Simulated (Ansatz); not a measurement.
TcOF₄, that is [TcOF4]- with one electron fewer, relaxed as a doublet with UKS PBE0-D4/def2-SVPD in Ansatz, starting from the PBE0-D4/def2-SVPD geometry of the charge -1 singlet. Force threshold 0.02 eV/Å.

In the def2 sets Tc takes a core potential; there is no spin–orbit coupling.

Start:

```xyz
6

Tc    0.033    0.072   -0.151
O     0.342    0.761   -1.589
F    -0.449   -1.758   -0.382
F    -1.813    0.262    0.289
F     0.261    1.341    1.254
F     1.626   -0.678    0.579
```

Problem. Estimate the energy that the relaxation releases and the steps that it takes.

Solution. 37.5 kJ/mol, in 4 steps; 11 s on 4 threads of Arm Neoverse V2 on a shared host. No frequencies were taken in this run, so the end may be a saddle point.

Problem. Does the start keep its bonding and symmetry?

Solution. By distances, no bond broke or formed. The bond that changes most is Tc1–F6, from 1.91 to 1.83 Å (atoms count from 1). Point group C4v at the start, C4v at the end, both within 0.05 Å.

Problem. Predict the relaxed structure.

Solution. 
```xyz
6

Tc    0.020    0.043   -0.091
O     0.327    0.726   -1.516
F    -0.433   -1.705   -0.396
F    -1.765    0.267    0.260
F     0.260    1.320    1.201
F     1.592   -0.651    0.543
```
Bond lengths: 4 × F–Tc 1.83 Å; 1 × O–Tc 1.61 Å.
